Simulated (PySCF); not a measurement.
Geometry:
```tsv
atom	x (Å)	y (Å)	z (Å)
C1	-1.832	-0.017	0.960
C2	-1.225	0.447	-0.335
C3	-0.407	-0.475	-1.175
F4	-0.511	-0.390	-2.523
C5	0.260	0.658	-0.464
O6	1.030	0.415	0.671
C7	2.235	-0.165	0.443
F8	2.095	-1.499	0.267
F9	2.979	0.020	1.530
H10	-2.007	0.832	1.637
H11	-1.166	-0.719	1.480
H12	-2.795	-0.518	0.781
H13	-1.812	1.167	-0.914
H14	-0.218	-1.493	-0.821
H15	0.601	1.500	-1.079
H16	2.753	0.242	-0.445
```

[PySCF 2.14: coordinates at the PBE0-D3(BJ)/def2-SVP level; GIAO PBE0/pcSseg-1 shieldings; no solvent model; rapidly exchanging positions averaged; relativity neglected; single conformer]

δ = σ(ref) − σ, references computed at the same level: ¹³C (σ = 184.41 ppm) and ¹H (σ = 31.27 ppm) vs TMS; ¹⁹F (σ = 177.25 ppm) vs CFCl3; H2O for ¹⁷O (σ = 334.56 ppm).

```
      atoms  nucleus  count  Hirshfeld charge  δ (ppm)
        H14       ¹H      1              0.05        ?
         C1      ¹³C      1             -0.11     10.1
         F9      ¹⁹F      1             -0.10        ?
         C3      ¹³C      1              0.03     76.0
         O6      ¹⁷O      1             -0.13    104.8
         C2      ¹³C      1             -0.05     20.7
H10/H11/H12       ¹H      3              0.05     1.22
         C5      ¹³C      1              0.01        ?
         C7      ¹³C      1              0.20    122.4
         F4      ¹⁹F      1             -0.11   -227.0
         F8      ¹⁹F      1             -0.11    -93.3
        H13       ¹H      1              0.06     1.18
        H16       ¹H      1              0.05        ?
        H15       ¹H      1              0.05     3.43
```

Q: Estimate the values marked ?.

A: 
- C5: 57.1 ppm, three-membered-ring carbon; deshielded by the electronegative neighbour
- H16: 6.03 ppm, hydrogen on an sp3 CH bonded to 2 F and O; its carbon carries F and O, an electronegative neighbour
- H14: 4.18 ppm, hydrogen on a three-membered-ring carbon; its carbon carries F, hence the downfield position
- F9: -96.6 ppm, fluorine of a CF2 group

Shifts are as computed. Against solution values, carbons near 30 ppm lie about +2 ppm off and those near 130 ppm about +5 ppm. Of 1309 compounds with measured shifts, 239 miss one by over three times the rms of a fit or turn the order of signals round; such compounds aren't used in these exercises. Unscaled 19F shifts against computed CFCl3 carry errors that often reach 10 to 50 ppm. Experimental scales use liquid or dissolved standards, which lie at an offset from isolated H2O (liquid H2O: subtract about 36 ppm).
